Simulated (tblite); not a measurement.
Parent: `[O:1]=[C:2]=[C:3]([CH:4]=[O:5])[S:6][SiH3:7]` with C2–C3–C4–O5 180°, C2–C3–S6–Si7 180°, C3H4O2SSi.

Structures optimised with GFN2-xTB, isolated species. One conformer each, not checked by frequencies here.

```csv
coordinate of the parent,value
O1=C2,1.153 Å
C2=C3,1.314 Å
C3–C4,1.426 Å
C4=O5,1.217 Å
C3–S6,1.795 Å
S6–Si7,2.200 Å
O1–C2–C3,176.8°
C2–C3–C4,126.9°
C2–C3–S6,114.3°
C4–C3–S6,118.9°
C3–C4–O5,123.5°
C3–S6–Si7,101.3°
```

Problem. How does the shared frame change in `[CH:1]#[C:2][SiH2:3][S:4][C:5](=[C:6]=[O:7])[CH:8]=[O:9]` with C2–Si3–S4–C5 64°, Si3–S4–C5–C6 -170°, S4–C5–C8–O9 -2°, C5H4O2SSi? Atoms pair as O1 = O7, C2 = C6, C3 = C5, C4 = C8, O5 = O9, S6 = S4, Si7 = Si3 (parent first).

Solution. 
```tsv
parent	relative	value in the relative	change
O1=C2	O7=C6	1.153 Å	0.000
C2=C3	C6=C5	1.313 Å	-0.001
C3–C4	C5–C8	1.429 Å	+0.003
C4=O5	C8=O9	1.214 Å	-0.003
C3–S6	C5–S4	1.794 Å	-0.001
S6–Si7	S4–Si3	2.211 Å	+0.011
O1–C2–C3	O7–C6–C5	176.8°	0.0
C2–C3–C4	C6–C5–C8	126.8°	-0.1
C2–C3–S6	C6–C5–S4	113.9°	-0.4
C4–C3–S6	C8–C5–S4	119.3°	+0.4
C3–C4–O5	C5–C8–O9	123.7°	+0.2
C3–S6–Si7	C5–S4–Si3	102.0°	+0.7
```

Of the parent's bonds, S6–Si7 changes most (+0.011 Å). Bonds of the relative outside the shared frame: C1≡C2 1.202, C2–Si3 1.847 Å. Point group Cs → C1.

Problem. How does the shared frame change in `[O:1]=[C:2]=[C:3]([CH:4]=[O:5])[S:6][SiH2:7][CH:8]=[O:9]` with C2–C3–C4–O5 180°, C2–C3–S6–Si7 -179°, C3–S6–Si7–C8 179°, S6–Si7–C8–O9 158°, C4H4O3SSi? Atoms pair as O1 = O1, C2 = C2, C3 = C3, C4 = C4, O5 = O5, S6 = S6, Si7 = Si7 (parent first).

Solution. 
```csv
parent,relative,value in the relative,change
O1=C2,O1=C2,1.151 Å,-0.002
C2=C3,C2=C3,1.315 Å,+0.001
C3–C4,C3–C4,1.422 Å,-0.004
C4=O5,C4=O5,1.220 Å,+0.003
C3–S6,C3–S6,1.795 Å,0.000
S6–Si7,S6–Si7,2.194 Å,-0.006
O1–C2–C3,O1–C2–C3,176.6°,-0.2
C2–C3–C4,C2–C3–C4,127.5°,+0.6
C2–C3–S6,C2–C3–S6,114.4°,+0.1
C4–C3–S6,C4–C3–S6,118.1°,-0.8
C3–C4–O5,C3–C4–O5,123.2°,-0.3
C3–S6–Si7,C3–S6–Si7,100.0°,-1.3
```

Of the parent's bonds, S6–Si7 changes most (-0.006 Å). Bonds of the relative outside the shared frame: Si7–C8 1.938, C8=O9 1.204 Å. Point group Cs → C1.

Problem. How does the shared frame change in `[O:1]=[C:2]=[C:3]([CH:4]=[O:5])[S:6][SiH2:7][CH2:8][SiH3:9]` with C2–C3–C4–O5 -179°, C2–C3–S6–Si7 176°, C3–S6–Si7–C8 81°, S6–Si7–C8–Si9 176°, C4H8O2SSi2? Atoms pair as O1 = O1, C2 = C2, C3 = C3, C4 = C4, O5 = O5, S6 = S6, Si7 = Si7 (parent first).

Solution. 
```csv
parent,relative,value in the relative,change
O1=C2,O1=C2,1.153 Å,0.000
C2=C3,C2=C3,1.313 Å,-0.001
C3–C4,C3–C4,1.426 Å,0.000
C4=O5,C4=O5,1.216 Å,-0.001
C3–S6,C3–S6,1.793 Å,-0.002
S6–Si7,S6–Si7,2.210 Å,+0.010
O1–C2–C3,O1–C2–C3,176.8°,0.0
C2–C3–C4,C2–C3–C4,126.8°,-0.1
C2–C3–S6,C2–C3–S6,114.0°,-0.3
C4–C3–S6,C4–C3–S6,119.2°,+0.3
C3–C4–O5,C3–C4–O5,123.7°,+0.2
C3–S6–Si7,C3–S6–Si7,102.0°,+0.7
```

Of the parent's bonds, S6–Si7 changes most (+0.010 Å). Bonds of the relative outside the shared frame: Si7–C8 1.890, C8–Si9 1.896 Å. Point group Cs → C1.

These are computed values.
